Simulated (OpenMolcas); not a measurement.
## Multiplet structure of Ti2+

- Program: OpenMolcas
- Method: SS-RASPT2, IPEA 0.25 Eh, imaginary shift 0.1 Eh (closed shells correlated: 3s 3p)
- Basis: ANO-RCC-VTZP [6s5p3d2f1g]
- Scalar Hamiltonian: DKH2, point nucleus
- Active space: 2 electrons in 9 orbitals (RAS2 3d 4s; RAS3 4p, at most 2 electrons)
- State averaging: 2S+1 = 3 even, 15 roots; 2S+1 = 1 even, 20 roots kept (CI in the orbitals of an earlier block); 2S+1 = 3 odd, 15 roots; 2S+1 = 1 odd, 15 roots kept (CI in the orbitals of an earlier block)
- Spin-orbit coupling: RASSI with atomic mean-field integrals over the reference wave functions, term energies averaged over their components

Spin-free terms above the lowest, with the occupations of the reference:

```tsv
Configuration	Term	E (cm-1)	Occupations
3d2	3F	0.0	3d 2.00
3d2	1D	7990	3d 2.00
3d2	3P	11010	3d 2.00
3d2	1G	14640	3d 2.00
3d2	1S	32110	3d 1.99 4s 0.01 4p 0.01
3d 4s	3D	37650	3d 1.00 4s 1.00
3d 4s	1D	40910	3d 1.00 4s 0.99
3d 4p	1D*	74770	3d 1.00 4p 1.00
3d 4p	3D*	76840	3d 1.00 4p 1.00
3d 4p	3F*	77180	3d 1.00 4p 1.00
3d 4p	3P*	80240	3d 1.00 4p 1.00
3d 4p	1F*	81760	3d 1.00 4p 1.00
3d 4p	1P*	82450	3d 0.99 4s 0.01 4p 1.00
```

With spin-orbit coupling, above the lowest level:

```
Configuration  Term  J  E (cm-1)  Measured (cm-1)      g  Term weight %  Second
          3d2    3F  2       0.0              0.0  0.666            100        
          3d2    3F  3       198              185  1.084            100        
          3d2    3F  4       455              420  1.251            100        
          3d2    1D  2      8250             8474  1.002            100        
          3d2    3P  0     11140            10538                   100        
          3d2    3P  1     11210            10604  1.501            100        
          3d2    3P  2     11350            10721  1.499            100        
          3d2    1G  4     14900            14398  1.000            100        
          3d2    1S  0     32380            32476                   100        
        3d 4s    3D  1     37720                   0.499            100        
        3d 4s    3D  2     37850            38199  1.167            100        
        3d 4s    3D  3     38050            38426  1.334            100        
        3d 4s    1D  2     41190            41704  1.000            100        
        3d 4p   1D*  2     75000            75198  0.998             99        
        3d 4p   3D*  1     76840            77000  0.500            100        
        3d 4p   3D*  2     77000            77167  1.091             84  15 3F*
        3d 4p   3F*  2     77110            77422  0.745             84  15 3D*
        3d 4p   3D*  3     77230            77424  1.289             82  18 3F*
        3d 4p   3F*  3     77380            77746  1.128             82  18 3D*
        3d 4p   3F*  4     77720            78159  1.251            100        
        3d 4p   3P*  0     80420            80945                   100        
        3d 4p   3P*  1     80430            80939  1.495             99        
        3d 4p   3P*  2     80550            81024  1.500            100        
        3d 4p   1F*  3     82020            83117  1.000            100        
        3d 4p   1P*  1     82750            83797  1.005             99
```

Against the 23 measured excited levels shown (Corliss and Sugar, J. Phys. Chem. Ref. Data 8, 1 (1979)) the mean absolute deviation is 410 cm-1; the largest miss in energy is 3d 4p 1F* 3: computed 82020, measured 83117 cm-1 (-1.3 %), and the largest in proportion 3d2 3F4 (+8.3 %).

Spin-orbit coupling puts the lowest level 263 cm-1 below the lowest spin-free term.

For 3F the intervals divided by the larger J are 66.1, 64.2 cm-1. Landé's interval rule makes them equal in pure LS coupling; they differ by 3 % of their mean. The multiplet is regular.

CASPT2 breaks the degeneracy within a term, and the mean is taken; among the terms shown or strongly mixed into the levels shown the widest spread is 750 cm-1 (3d2 1G). Some levels mix across a computed gap that differs much from the measured one, so their mixing is not that of the real levels. Terms from blocks run as CI alone lack orbitals of their own. A single d shell beside an s shell can misplace configurations of different d count against each other. Computed and measured levels are paired by configuration, term and J; levels that our copy of the source lacks, or whose pairing is in doubt (as where it misses far off the trend of its configuration), stay unpaired and out of the deviations. Only configurations of the active space appear. The first state left out of the spin-orbit step lies near 110000 cm-1 above the lowest spin-free state of the reference (among the parities and spins computed), and the list stops at four fifths of that energy or lower.

The CASPT2 steps took 42 s on 1 thread of Arm Neoverse V1 (shared host); the integral step is not counted.

The term weight is that of the spin-free term in the level, not the purity of its configuration. * marks odd parity.
